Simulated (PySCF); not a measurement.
From one molecule to another.

First species: C₃H₆P₂.
Cartesian coordinates in Å at the GFN2-xTB level; atoms count from 1:
```
atom  x, y, z in Å
C1     0.7026    1.2975    0.3148
P2     0.3027   -0.0077   -0.9453
C3    -1.3966   -0.4562   -0.3438
C4     1.1851   -1.3372   -0.2186
P5     2.0639   -2.5529    0.2172
H6     0.1015    2.1822    0.1086
H7     1.7546    1.5622    0.2275
H8     0.4999    0.9435    1.3248
H9    -1.3967   -0.6399    0.7299
H10   -1.7339   -1.3502   -0.8648
H11   -2.0776    0.3615   -0.5762
```

Second species: C5H7N3O.
SMILES: `CC(=O)n1cc(C)nn1`

Levels: B3LYP/def2-SVPD for dipole moment, HOMO energy, LUMO energy, HOMO–LUMO gap, static isotropic polarisability and electronic spatial extent ⟨r²⟩ about the centre of nuclear charge; TDDFT B3LYP/def2-SVPD for lowest singlet excitation; TDA B3LYP/def2-SVPD for lowest triplet excitation (Tamm–Dancoff); GFN2-xTB for rotational constant A and rotational constant C. Geometries: GFN2-xTB. Each structure is a single optimised conformer of the isolated species, non-relativistic unless stated; the electronic structure was computed with PySCF and density fitting.

Dipoles, sizes and rotational constants follow the conformer. The torsions of the flexible species, by atom-mapped SMILES:
- `[CH3:1][C:2](=[O:3])[n:4]1[cH:5][c:6]([CH3:7])[n:8][n:9]1`: C1–C2–N4–C5 180°

Values for the first species:

```
Dipole moment                                                     : 1.57 D
HOMO energy                                                       : -6.43 eV
LUMO energy                                                       : -1.71 eV
HOMO–LUMO gap                                                     : 4.72 eV
Lowest singlet excitation                                         : 3.52 eV
Lowest triplet excitation (Tamm–Dancoff)                          : 3.02 eV
Static isotropic polarisability                                   : 92.0 au
Electronic spatial extent ⟨r²⟩ about the centre of nuclear charge : 806 bohr²
Rotational constant A                                             : 5.768 GHz
Rotational constant C                                             : 1.497 GHz
```

Estimate the same properties for the second species, and the change in each.

```csv
property,first,second,second less first
dipole moment,1.57 D,0.95 D,-0.62 D
HOMO energy,-6.43 eV,-7.57 eV,-1.14 eV
LUMO energy,-1.71 eV,-2.07 eV,-0.36 eV
HOMO–LUMO gap,4.72 eV,5.50 eV,+0.78 eV
lowest singlet excitation,3.52 eV,4.33 eV,+0.81 eV
lowest triplet excitation (Tamm–Dancoff),3.02 eV,3.73 eV,+0.71 eV
static isotropic polarisability,92.0 au,83.2 au,-8.8 au
electronic spatial extent ⟨r²⟩ about the centre of nuclear charge,806 bohr²,1267 bohr²,+461 bohr²
rotational constant A,5.768 GHz,4.470 GHz,-1.298 GHz
rotational constant C,1.497 GHz,0.899 GHz,-0.598 GHz
```

On the first: The polarisability is 13.63 Å³ as a volume (1 au = 0.148185 Å³), or 1.70 au for each of the 54 electrons. No computed singlet falls in the visible range (750 to 380 nm, 1.65 to 3.26 eV); S1 lies 0.26 eV above its blue end.

On the second: The dipole equals about 3.2 × 10⁻³⁰ C·m (1 D = 3.33564 × 10⁻³⁰ C·m). No computed singlet falls in the visible range (750 to 380 nm, 1.65 to 3.26 eV); S1 lies 1.07 eV above its blue end.
